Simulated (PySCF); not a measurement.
Isomers of C5H10FNSi.

All values: CAM-B3LYP/def2-SVPD (PySCF) at GFN2-xTB geometries, gas phase, one conformer each. Core orbitals are frozen in the response; Δα² is half the sum of the squared differences of the principal polarisabilities.

Question: Rank by polarisability anisotropy Δα, highest first.
A. `[CH2:1]=[N:2][CH2:3][SiH2:4][CH2:5][C:6](=[CH2:7])[F:8]` with C1–N2–C3–Si4 -112°, N2–C3–Si4–C5 -49°, C3–Si4–C5–C6 -64°, Si4–C5–C6–C7 99°
B. `[F:1][C@H:2]1[CH2:3][C@@H:4](/[CH:5]=[N:6]/[SiH3:7])[CH2:8]1` with C3–C4–C5–N6 -126°, F1–C2–C3–C4 131°, C2–C3–C4–C5 -132°, C3–C4–C8–C2 13°, F1–C2–C8–C4 -131°
C. `[F:1][CH2:2][C@@:3]1([NH:4][SiH3:5])[C@@H:6]2[CH2:7][C@H:8]12` with F1–C2–C3–N4 -61°, C2–C3–N4–Si5 -83°
D. `[H]/[N:1]=[C:2]1\[CH2:3][CH2:4][CH2:5][C@@H:6]1[SiH2:7][F:8]` with C5–C6–Si7–F8 54°, N1–C2–C3–C4 -167°, C2–C3–C4–C5 -30°, C3–C4–C5–C6 38°, C4–C5–C6–Si7 89°
E. `[H]/[N:8]=[CH:7]\[CH2:6][SiH2:5][CH2:4][C:2](=[CH2:1])[F:3]` with C1–C2–C4–Si5 -107°, C2–C4–Si5–C6 -67°, C4–Si5–C6–C7 -62°, Si5–C6–C7–N8 96°

Answer: B (6.50 Å³), E (4.32 Å³), A (3.90 Å³), D (2.70 Å³), C (2.33 Å³).

All values together:

```csv
SMILES,μ (D),HOMO (eV),LUMO (eV),α (Å³),Δα (Å³)
F[C@H]1C[C@@H](/C=N/[SiH3])C1,0.47,-8.36,0.42,13.95,6.50
[H]/N=C\C[SiH2]CC(=C)F,3.14,-8.70,0.84,13.99,4.32
C=NC[SiH2]CC(=C)F,2.54,-8.39,0.57,14.23,3.90
FC[C@@]1(N[SiH3])[C@@H]2C[C@@H]21,1.69,-8.40,1.17,12.93,2.33
[H]/N=C1\CCC[C@@H]1[SiH2]F,3.00,-8.74,0.78,12.76,2.70
```

Conformers: `[F:1][C@H:2]1[CH2:3][C@@H:4](/[CH:5]=[N:6]/[SiH3:7])[CH2:8]1` with C3–C4–C5–N6 -126°, F1–C2–C3–C4 131°, C2–C3–C4–C5 -132°, C3–C4–C8–C2 13°, F1–C2–C8–C4 -131°; `[H]/[N:8]=[CH:7]\[CH2:6][SiH2:5][CH2:4][C:2](=[CH2:1])[F:3]` with C1–C2–C4–Si5 -107°, C2–C4–Si5–C6 -67°, C4–Si5–C6–C7 -62°, Si5–C6–C7–N8 96°; `[CH2:1]=[N:2][CH2:3][SiH2:4][CH2:5][C:6](=[CH2:7])[F:8]` with C1–N2–C3–Si4 -112°, N2–C3–Si4–C5 -49°, C3–Si4–C5–C6 -64°, Si4–C5–C6–C7 99°; `[F:1][CH2:2][C@@:3]1([NH:4][SiH3:5])[C@@H:6]2[CH2:7][C@H:8]12` with F1–C2–C3–N4 -61°, C2–C3–N4–Si5 -83°; `[H]/[N:1]=[C:2]1\[CH2:3][CH2:4][CH2:5][C@@H:6]1[SiH2:7][F:8]` with C5–C6–Si7–F8 54°, N1–C2–C3–C4 -167°, C2–C3–C4–C5 -30°, C3–C4–C5–C6 38°, C4–C5–C6–Si7 89°.
